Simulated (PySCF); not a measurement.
C₃H₆OSe, SMILES CC[Se]C=O. Atoms are numbered in the order given.

```xyz
11

C     -2.3597     0.2052     0.8933
C     -1.1419    -0.7091     0.8963
Se     0.1171    -0.3647    -0.5862
C      1.3078     0.7969     0.4244
O      2.2774     1.3542    -0.0225
H     -3.0395    -0.0536     1.7327
H     -2.0665     1.2680     1.0055
H     -2.9347     0.1146    -0.0497
H     -1.4202    -1.7775     0.8054
H     -0.5481    -0.6080     1.8299
H      0.9703     0.8666     1.5027
```

The structure is a stationary point at PBE-D3(BJ)/def2-SVP. This is a generated structure with no PubChem entry under its InChIKey; it may be hypothetical. One conformer was computed; it need not be the lowest.

Computed with PySCF 2.14.0 with PBE-D3(BJ)/def2-SVP.

Frequencies are harmonic and unscaled.

```
mode  ν (cm⁻¹)  IR (km/mol)  moving atoms (share of kinetic energy)
----  --------  -----------  --------------------------------------
1           38          0.3         C 40 %, H 31 %, O 18 %, Se 11 %
2          165          1.7         H 44 %, O 20 %, C 20 %, Se 15 %
3          175          7.9                  C 39 %, H 35 %, O 25 %
4          256          0.9                          H 76 %, C 15 %
5          279          0.2                 C 56 %, H 27 %, Se 13 %
6          369          1.8                 O 52 %, C 26 %, Se 17 %
7          554          0.9                 C 66 %, H 20 %, Se 14 %
8          654         84.5                          C 67 %, H 21 %
9          715          1.1                          H 77 %, C 20 %
10         852          3.0                          H 61 %, C 34 %
11         951          9.2                          H 69 %, C 31 %
12         978          2.3                          H 81 %, C 18 %
13        1048          0.2                          C 67 %, H 33 %
14        1205         27.8                          H 76 %, C 24 %
15        1213          3.4                          H 80 %, C 20 %
16        1287          9.8                           H 86 %, C 9 %
17        1343          3.8                          H 80 %, C 20 %
18        1390          5.2                          H 90 %, C 10 %
19        1411         11.7                                  H 97 %
20        1420          3.3                                  H 96 %
21        1786        436.1                          C 56 %, O 42 %
22        2785         83.3                           H 92 %, C 8 %
23        2969         20.9                                  H 97 %
24        2987         10.1                                  H 94 %
25        3053          1.9                           H 91 %, C 9 %
26        3057         10.5                           H 91 %, C 9 %
27        3077         10.1                          H 90 %, C 10 %
```
